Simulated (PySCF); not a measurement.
## Al⁻ (aluminium, charge -1) across methods

[Ne] 3s2 3p2, high-spin 3P determinant. All numbers are calculated (PySCF 2.14, no relativity, point nucleus, in aug-cc-pwCVDZ (6s5p3d, 36 functions)).

```csv
method,E (hartree),mean ε 3s α (eV),mean ε 3s β (eV),mean ε 3p α (eV),Σ⟨r²⟩ (bohr²),⟨S²⟩
r2SCAN,-242.3512,-3.220,-2.147,1.226,74.22,2.009
r2SCAN0,-242.3478,-4.198,-2.887,0.722,72.55,2.010
wB97X-V,-242.3259,-6.367,-4.898,-0.561,70.55,2.006
UHF,-241.87499,-6.851,-4.491,-0.601,73.47,2.017
PBE0,-242.2671,-4.077,-2.891,0.815,73.50,2.005
PW91,-242.3637,-3.061,-2.181,1.325,76.38,2.004
LDA,-241.3310,-3.227,-2.407,1.272,79.34,2.001
PBE,-242.2459,-3.044,-2.172,1.333,76.89,2.004
```

Estimate the same row for revPBE.

E (hartree) = -242.3323; mean ε 3s α (eV) = -2.977; mean ε 3s β (eV) = -2.091; mean ε 3p α (eV) = 1.358; Σ⟨r²⟩ (bohr²) = 76.08; ⟨S²⟩ = 2.004.

The highest occupied level is positive at r2SCAN, revPBE, r2SCAN0, PBE0, PW91, LDA, PBE: only the finite basis holds that electron, which in a density functional comes from self-interaction.
